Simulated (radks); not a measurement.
Results of a calculation; reference values are marked as such.
Task: These are the eigenvalues of the occupied orbitals of an atom or ion with whole-number occupations (hartree). Code: a radial shooting solver on a logarithmic mesh with Libxc functionals. Model: scalar-relativistic Kohn-Sham, TASK exchange with Perdew-Wang LDA correlation, spin-polarised, spherical densities, finite nucleus; meta-GGA in the generalised Kohn-Sham scheme; Fermi nuclear charge, rms radius of each element as measured or else 0.836 A^(1/3) + 0.57 fm.

orbital  eigenvalue
1s down   -198.0464
1s up     -198.0435
2s up     -22.54448
2s down   -22.47435
2p up     -18.81454
2p down   -18.76435
3s up      -2.83914
3s down    -2.65704
3p up      -1.84185
3p down    -1.65808
3d up      -0.34485

Which element is it, and in what charge state? The configuration may be excited. Open shells, if any, are filled with parallel spins first.

Result: Z = 23, vanadium, charge +1: V+ in [Ar] 3d4. The list shows which subshells hold electrons but not how many an open one holds; the 1s level, -198.05 hartree, gives Z - s = 19.9 by -(Z - s)^2/2, which with screening and relativity narrows Z to a few neighbours, and the depths of the outer levels then fix element, charge and occupations together.
